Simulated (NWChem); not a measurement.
SiHCl₂F; SMILES F[SiH](Cl)Cl

Program: NWChem. Structure relaxed at the PBE0/def2-SVP level. B3LYP is NWChem's, with the RPA form of VWN correlation.

Problem. Order these by “orbital gap (eV)”, lowest first: B3LYP/def2-SVPD; B3LYP/def2-TZVP; B3LYP/def2-SVP.

Solution. B3LYP/def2-SVPD (9.00), B3LYP/def2-TZVP (9.22), B3LYP/def2-SVP (9.49)
